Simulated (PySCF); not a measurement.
Level of theory: r2SCAN-D4/def2-TZVP // r2SCAN-D4/def2-SVP (PySCF). Gas-phase values, no solvent. One relaxed conformer stands for a flexible species; it need not be the lowest. Delta-SCF ions had no search for a lower state. Excitations are Tamm–Dancoff values on a coarser integration grid. The basis has no diffuse functions, so Rydberg states are missing or too high.

Reference species (SMILES): `[SiH3][GeH2][SiH3]` (neutral, multiplicity 1).

```json
{
  "vertical ionisation energy (Delta-SCF)": "9.69 eV",
  "T1 excitation (TDA)": "5.78 eV"
}
```

Changed species: `[GeH2]([GeH2][SiH3])[GeH2][SiH3]` (Si–Ge–Ge–Ge torsion 175°, Ge–Ge–Ge–Si torsion 178°) (n = 3; the reference has n = 1).

Q: Give the shifts of the vertical ionisation energy (Delta-SCF) and T1 excitation (TDA).

A: the vertical ionisation energy (Delta-SCF) decreases by 0.97 eV, to 8.72 eV; the T1 excitation (TDA) falls by 0.90 eV, to 4.88 eV.
